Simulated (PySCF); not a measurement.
Te(SH)(OSiH3), H₄OSSiTe, SMILES [SiH3]O[Te]S, B3LYP/def2-SVP optimised geometry.

```
8

Te    -0.76    -2.15     0.00
S      1.65    -2.15     0.00
H      1.84    -2.04     1.34
O     -1.19    -0.19     0.00
Si    -1.12     0.84    -1.33
H      0.28     1.01    -1.82
H     -1.65     2.15    -0.87
H     -1.96     0.33    -2.45
```

Density from B3LYP/def2-TZVP, def2 effective core potentials past Kr in PySCF at that geometry. The core electrons that the potentials of Te replace are not part of the density.

Minimum of the electron density along straight lines between bonded atoms, close to the bond critical point (lines longer than 1.1 times the sum of covalent radii, or with two minima, are not listed):

```
bond    length / Å  ρ at the minimum / e bohr⁻³  ∇²ρ there / e bohr⁻⁵  position (fraction from the first atom)
------  ----------  ---------------------------  --------------------  ---------------------------------------
Te1–S2       2.416                        0.093                   ___                                     0.48
S2–H3        1.357                        0.212                 -0.60                                     0.65
Te1–O4       2.014                        0.116                  0.29                                     0.51
O4–Si5       1.679                        0.128                   ___                                     0.59
Si5–H6       1.493                        0.122                   ___                                     0.49
Si5–H7       1.489                        0.123                  0.13                                     0.49
Si5–H8       1.494                        0.121                  0.13                                     0.49
```

Fill in the missing entries.


- Te1–S2, ∇²ρ there / e bohr⁻⁵: 0.02
- O4–Si5, ∇²ρ there / e bohr⁻⁵: 0.70
- Si5–H6, ∇²ρ there / e bohr⁻⁵: 0.14
